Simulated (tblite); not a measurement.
Compound: C₆H₁₀FO (doublet state).
Structure used (GFN2-xTB), in Å, numbered top down from 1:
```
atom  x, y, z in Å
C1     2.3194    0.0548   -0.5211
C2     1.0368    0.0900    0.1921
C3     0.1445   -1.1178   -0.1350
C4    -1.1872   -0.9918    0.6001
C5    -1.8325    0.3581    0.2930
F6    -2.2566    0.3524   -1.0316
O7    -1.0046    1.4322    0.5084
C8     0.2253    1.3587   -0.1929
H9     2.3544   -0.2570   -1.5468
H10    3.2056    0.4637   -0.0792
H11    1.2043    0.1367    1.2741
H12   -0.0337   -1.1517   -1.2117
H13    0.6458   -2.0412    0.1582
H14   -1.0313   -1.0489    1.6788
H15   -1.8731   -1.7843    0.2997
H16   -2.7357    0.5306    0.8936
H17    0.0425    1.3582   -1.2739
H18    0.7675    2.2636    0.0825
```

Computed values, GFN2-xTB/tblite, gas phase, harmonic and unscaled. This tight-binding method is rough: wavenumbers can miss measured ones by several per cent, in bad cases by 10 to 20. One conformer, not necessarily the lowest. Open shells enter through the occupations alone, without spin polarisation, and single modes of such species can be off by tens of per cent.

Harmonic wavenumbers (cm⁻¹): 93.1, 105.6, 188.6, 231.2, 285.6, 357.5, 416.8, 438.9, 475.8, 507.2, 532.6, 710.1, 824.4, 871.7, 879.3, 911.7, 953.9, 969.1, 981.1, 1029.0, 1091.3, 1108.4, 1136.9, 1157.0, 1164.2, 1196.9, 1235.7, 1256.1, 1279.7, 1293.2, 1302.5, 1315.6, 1326.8, 1348.6, 1403.4, 1455.9, 1458.2, 1484.6, 2915.6, 2919.3, 2930.8, 2981.3, 2991.9, 2995.9, 2997.9, 3003.3, 3138.2, 3183.2.

A = 3577, B = 1659, C = 1414 MHz; mass 117.072 u (most abundant isotopes); point group C1, symmetry number 1; spin multiplicity 2.

Question: Zero-point energy?

Answer: ½Σν̃ = 32418 cm⁻¹ = 387.80 kJ/mol.

Question: Give the ideal-gas entropy at 273.15 K and 1 bar in the rigid-rotor, harmonic-oscillator model (classical rotation).

Answer: Translation 166.43, rotation 116.23, vibration 72.04, spin (R ln 2) 5.76: S = 360.5 J/(mol K).

Question: And Cp and H(273.15 K) − H(0)?

Answer: Cp = 127.11 J/(mol K), of which vibrations give 93.85 (their classical limit is 48 R = 399.1); H(273.15 K) − H(0) = 20.62 kJ/mol without the zero-point energy, 11.54 from vibrations.

Question: Blend soft modes into free rotors: weight 1/[1 + (100 cm⁻¹/ν̃)⁴] for the oscillator and the rest for a rotor with moment μB/(μ + B), μ = h/(8π²ν), B = 10⁻⁴⁴ kg m². What vibrational entropy results?

Answer: 69.89 J/(mol K) in place of 72.04, which changes −T·S at 273.15 K by +0.59 kJ/mol.

Question: What must be added to the electronic energy to get the Gibbs energy at 273.15 K and 1 bar?

Answer: ZPE + [H(273.15 K) − H(0)] − T·S = 387.80 + 20.62 − 98.46 = 309.96 kJ/mol.

Hindered rotation and anharmonicity are outside this model. Other conformers, if any are populated, would add a mixing term that is left out. The structure is chiral; the term R ln 2 for an equal mix with its mirror image is left out.
